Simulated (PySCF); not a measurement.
Predicted microwave data (PBE0/def2-SVPD in PySCF (dipole) on a GFN2-xTB geometry, gas phase) for one isomer of C5H3NS:

| Item | Value |
| --- | --- |
| Rotational constants | A = 5372, B = 1845, C = 1374 MHz |
| Dipole components | \|μa\| = 4.76 D, \|μb\| = 0.83 D, \|μc\| = 0.00 D |
| Inertial defect | 0.00 u·Å² |
| κ | -0.76 |

Question: Which candidate fits, each taken in the one conformer that was computed?
A. `C#Cc1cnsc1`
B. `N#Cc1cccs1`

Answer: B. It is N#Cc1cccs1, an asymmetric top, point group Cs. The candidates at the same level (rigid rotor, commonest isotopes):

| SMILES | A (MHz) | B (MHz) | C (MHz) | μa (D) | μb (D) | μc (D) | Δ (u·Å²) | point group | rotor |
| --- | --- | --- | --- | --- | --- | --- | --- | --- | --- |
| C#Cc1cnsc1 | 7785 | 1504 | 1260 | 1.32 | 1.39 | 0.00 | 0.00 | Cs | near-prolate asymmetric top |
| N#Cc1cccs1 | 5372 | 1845 | 1374 | 4.76 | 0.83 | 0.00 | 0.00 | Cs | asymmetric top |

`C#Cc1cnsc1` has A 45 % too high. In the right answer the mirror of this Cs structure is the ab plane, so μc vanishes by symmetry. No structure here is proved a minimum.
